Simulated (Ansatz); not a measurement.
`[F][Al]([Br])[Br]` + `[F][Ga]([Br])[Br]` → `[F][Al]([F])[Br]` + `[Br][Ga]([Br])[Br]`  (redistribution)

Calculated with Ansatz (gas phase, PBE0-D4/def2-TZVP geometries, no zero-point term in ΔE). CCSD(T)/CBS adds triple-zeta CCSD(T) − MP2 to the extrapolated MP2 energy (def2 sets, frozen cores). For Br, Ga outer-core shells are correlated without core-valence functions, which leaves a few kJ/mol of doubt a bond. Scalar relativity is left out up to krypton.

```csv
species,HF/def2-TZVPP energy (Eh)
`[F][Al]([Br])[Br]`,-5486.47320
`[F][Ga]([Br])[Br]`,-7167.73844
`[F][Al]([F])[Br]`,-3013.54611
`[Br][Ga]([Br])[Br]`,-9640.69115
```

Problem. Work out ΔE.

Solution. ΔE = (-3013.54611) + (-9640.69115) − (-5486.47320) − (-7167.73844) = -0.02562 Eh = -67.3 kJ/mol. CCSD(T)/CBS gives -69.7 kJ/mol.

Largest T1 diagnostic among the species: 0.010.

At CCSD(T), def2-SVP lies +12.7 kJ/mol from the extrapolated value and def2-TZVPP +1.8 kJ/mol. From PBE to PBE0 (25 % exact exchange), in def2-TZVPP and without D4, ΔE moves by −3.1 kJ/mol.
